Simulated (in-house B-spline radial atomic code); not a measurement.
Ionisation energies along the 7-electron series, configuration [He] 2s2 2p3, as differences of self-consistent energies. NIST's values go from ground level to ground level; the uncertainty of those that are theory runs from under 0.1 % in few-electron ions to several per cent in heavy many-electron ones. Computed with an all-electron radial atomic-structure program (B-spline basis): non-relativistic Hartree-Fock, average of the configuration, point nuclei.

| ion | configuration after | ionisation energy (eV) | IE/(q+1)² (eV) | -ε less Coulomb ΔSCF (eV) | tabulated value (eV) | computed minus tabulated (eV) |
| --- | --- | --- | --- | --- | --- | --- |
| N | [He] 2s2 2p2 | 12.2 | 12.21 | 1.6313 | 14.53413 | -2.3 |
| O+ | [He] 2s2 2p2 | ? | ? | ? | ? | ? |
| F2+ | [He] 2s2 2p2 | 59.3 | 6.5893 | 1.612 | 62.70798 | -3.4 |
| Ne3+ | [He] 2s2 2p2 | 93.3 | 5.8312 | 1.6103 | 97.19 | -3.9 |
| Mg5+ | [He] 2s2 2p2 | 181.9 | 5.0533 | 1.6094 | 186.76 | -4.8 |
| Al6+ | [He] 2s2 2p2 | 236.5 | 4.8266 | 1.6095 | 241.76 | -5.3 |
| Si7+ | [He] 2s2 2p2 | 297.9 | 4.655 | 1.6097 | 303.59 | -5.7 |
| P8+ | [He] 2s2 2p2 | 366.2 | 4.5205 | 1.6099 | 372.31 | -6.2 |
| S9+ | [He] 2s2 2p2 | 441.2 | 4.4122 | 1.6103 | 447.7 | -6.5 |
| Cl10+ | [He] 2s2 2p2 | 523.1 | 4.3231 | 1.6106 | 530 | -6.9 |
| Ar11+ | [He] 2s2 2p2 | 611.8 | 4.2486 | 1.6109 | 619 | -7.2 |
| K12+ | [He] 2s2 2p2 | 707.3 | 4.1852 | 1.6113 | 714.7 | -7.4 |
| Ca13+ | [He] 2s2 2p2 | 809.6 | 4.1307 | 1.6116 | 817.2 | -7.6 |
| Sc14+ | [He] 2s2 2p2 | 918.7 | 4.0833 | 1.6119 | 926.5 | -7.8 |
| Ti15+ | [He] 2s2 2p2 | ? | ? | ? | ? | ? |
| V16+ | [He] 2s2 2p2 | ? | ? | ? | ? | ? |
| Cr17+ | [He] 2s2 2p2 | 1287.0 | 3.9721 | 1.6129 | 1294.8 | -7.8 |
| Mn18+ | [He] 2s2 2p2 | 1423.3 | 3.9427 | 1.6131 | 1430.9 | -7.6 |
| Fe19+ | [He] 2s2 2p2 | 1566.5 | 3.9162 | 1.6134 | 1575.6 | -9.1 |
| Co20+ | [He] 2s2 2p2 | 1716.4 | 3.8922 | 1.6137 | 1724 | -7.6 |
| Ni21+ | [He] 2s2 2p2 | 1873.2 | 3.8703 | 1.6139 | 1880 | -6.8 |

Problem. Fill in the row of O+.

Solution. ionisation energy (eV): 32.2; IE/(q+1)² (eV): 8.0603; -ε less Coulomb ΔSCF (eV): 1.6162; tabulated value (eV): 35.12112; computed minus tabulated (eV): -2.9.

Problem. Fill in the row of Ti15+.

Solution. ionisation energy (eV): 1034.7; IE/(q+1)² (eV): 4.0417; -ε less Coulomb ΔSCF (eV): 1.6123; tabulated value (eV): 1042.5; computed minus tabulated (eV): -7.8.

Problem. Fill in the row of V16+.

Solution. ionisation energy (eV): 1157.4; IE/(q+1)² (eV): 4.0049; -ε less Coulomb ΔSCF (eV): 1.6126; tabulated value (eV): 1165.2; computed minus tabulated (eV): -7.8.

Problem. How far is this level of theory from the measured and semi-empirical values?

Solution. Over those 21 rows the differences run from -9.12 to -2.32 eV (mean absolute value 6.3 eV). The calculation leaves out relativity, correlation and, in open shells, the multiplet splittings that an average leaves out.
